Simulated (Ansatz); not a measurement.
Geometry optimisation, RKS PBE0/def2-mTZVP (Ansatz 0.2.0).

Input file:

```yaml
crystal:
  periodic: [false, false, false]
  atoms:
    - { symbol: Zn, position_ang: [-1.421602, -0.991599, -0.752485] }
    - { symbol: F, position_ang: [0.169246, -1.778223, -0.659094] }
    - { symbol: Cl, position_ang: [-3.400796, -0.381017, -1.041669] }
    - { symbol: H, position_ang: [1.214494, -0.104604, 0.268926] }
    - { symbol: "N", position_ang: [0.897483, 0.81982, 0.554911] }
    - { symbol: H, position_ang: [1.074153, 0.922417, 1.549545] }
    - { symbol: H, position_ang: [1.467122, 1.513307, 0.079766] }
basis:
  gaussian: { orbitals: def2-mTZVP }
hamiltonian:
  xc: pbe0
relax:
  f_tol: 0.03
  max_steps: 50
```

Command:

```bash
$ ansatz run input.yaml --threads 2 --pin off --max-ram 3072MiB --backend cpu --events-out ev --progress --plain --runs-dir out
```

Question: Where does it end, and by what steps?

Answer: The run converged. After 10 steps the energy has fallen by 0.749 eV; Cl3 moved furthest, 0.94 Å. Joined: Zn1–N5.

```json
{"step": "0", "energy less start (eV)": "0.0000", "largest force component (eV/Å)": "0.644", "accepted": "yes"}
{"step": "1", "energy less start (eV)": "-0.1664", "largest force component (eV/Å)": "0.623", "accepted": "yes"}
{"step": "2", "energy less start (eV)": "-0.3899", "largest force component (eV/Å)": "0.614", "accepted": "yes"}
{"step": "3", "energy less start (eV)": "-0.6302", "largest force component (eV/Å)": "0.503", "accepted": "yes"}
{"step": "4", "energy less start (eV)": "-0.6772", "largest force component (eV/Å)": "0.822", "accepted": "yes"}
{"step": "5", "energy less start (eV)": "-0.7260", "largest force component (eV/Å)": "0.200", "accepted": "yes"}
{"step": "6", "energy less start (eV)": "-0.7365", "largest force component (eV/Å)": "0.083", "accepted": "yes"}
{"step": "7", "energy less start (eV)": "-0.7456", "largest force component (eV/Å)": "0.147", "accepted": "yes"}
{"step": "8", "energy less start (eV)": "-0.7478", "largest force component (eV/Å)": "0.042", "accepted": "yes"}
{"step": "9", "energy less start (eV)": "-0.7483", "largest force component (eV/Å)": "0.034", "accepted": "yes"}
{"step": "10", "energy less start (eV)": "-0.7486", "largest force component (eV/Å)": "0.006", "accepted": "yes"}
```

```xyz
7
Properties=species:S:1:pos:R:3
Zn -0.827 -0.745 -0.508
F 0.272 -2.138 -0.772
Cl -2.754 0.177 -0.649
H 1.480 -0.014 0.378
N 0.621 0.531 0.371
H 0.413 0.803 1.327
H 0.794 1.387 -0.148
```

Run time: 18 s on 2 threads of Intel(R) Xeon(R) 6975P-C (Granite Rapids), with other jobs on the host, peak memory 0.24 GiB.
